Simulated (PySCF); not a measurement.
# Electron correlation in Sb⁺ (antimony, charge +1)

[Kr] 4d10 5s1 5p3, high-spin 5S determinant (an excited configuration). All numbers are calculated (PySCF 2.14, the spin-free X2C one-electron Hamiltonian (Gaussian nucleus), in x2c-TZVPPall (8s6p4d2f, 60 functions)). Frozen: [Ar] 3d10; 22 electrons correlated.

MP2 pair energies summed by pair of shells (mhartree):

```csv
pair,energy,share (%)
4d-4d,-151.51,47.4
4d-5p,-51.71,16.2
4p-4d,-45.15,14.1
4p-4p,-14.44,4.5
4d-5s,-14.22,4.4
5p-5p,-12.63,3.9
4s-4d,-10.83,3.4
4s-4p,-7.24,2.3
4p-5p,-4.29,1.3
4p-5s,-2.91,0.9
5s-5p,-2.76,0.9
4s-4s,-1.39,0.4
4s-5p,-0.52,0.2
4s-5s,-0.29,0.1
```

Total MP2 correlation energy: -319.87 mhartree.

Same-spin part -129.75 and opposite-spin part -190.11 mhartree; SCS-MP2 scales them by 1/3 and 6/5 to -271.39 mhartree.

This basis was not built for core-valence correlation, so the inner-shell part is incomplete.
